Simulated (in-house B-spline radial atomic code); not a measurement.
Configurations of Hf⁸⁺, with energies counted from [Kr] 4d10 4f13 5s2 5p3. All numbers are computed (Dirac-Hartree-Fock, average of configuration; Fermi nucleus of rms radius 5.347 fm) with an all-electron radial atomic-structure program (B-spline basis), not measured. Energies include first-order Breit, QED and recoil terms.

Occupations are held fixed; configurations that lie above the ionisation limit could autoionise.

```
             configuration  E - E(ref) (eV)  highest orbital  its <r> (bohr)
[Kr] 4d10 4f13 5s2 5p2 5d1            47.03            5d5/2           1.482
[Kr] 4d10 4f13 5s2 5p2 6d1           94.656            6d5/2           2.837
[Kr] 4d10 4f12 5s2 5p3 6g1           121.04            6g7/2           4.736
[Kr] 4d10 4f13 5s2 5p2 6g1           123.23            6g7/2           4.752
[Kr] 4d10 4f13 5s2 5p2 7g1           131.46            7g7/2           6.883
[Kr] 4d10 4f12 5s2 5p3 9g1           138.36            9g7/2           12.13
 [Kr] 4d9 4f13 5s2 5p3 7s1           304.48            7s1/2           3.469
 [Kr] 4d9 4f13 5s2 5p3 7g1           335.24            7g7/2           6.861
```

Order these further configurations by energy, lowest first.
A. [Kr] 4d10 4f13 5s2 5p2 8s1
B. [Kr] 4d9 4f13 5s2 5p3 6g1
C. [Kr] 4d10 4f13 5s2 5p2 9g1
D. [Kr] 4d10 4f12 5s2 5p3 8s1
E. [Kr] 4d10 4f12 5s2 5p3 7s1

E (98.558 eV), D (116.36 eV), A (118.67 eV), C (140.51 eV), B (326.99 eV).

How far above the reference does [Kr] 4d10 4f12 5s2 5p3 5d1 lie?

42.716 eV; its least bound orbital is 5d5/2 with <r> = 1.456 bohr.

How far above the reference does [Kr] 4d10 4f12 5s2 5p3 8d1 lie?

124.6 eV; its least bound orbital is 8d5/2 with <r> = 6.397 bohr.

How far above the reference does [Kr] 4d10 4f13 5s2 5p2 9d1 lie?

133.89 eV; its least bound orbital is 9d5/2 with <r> = 8.723 bohr.
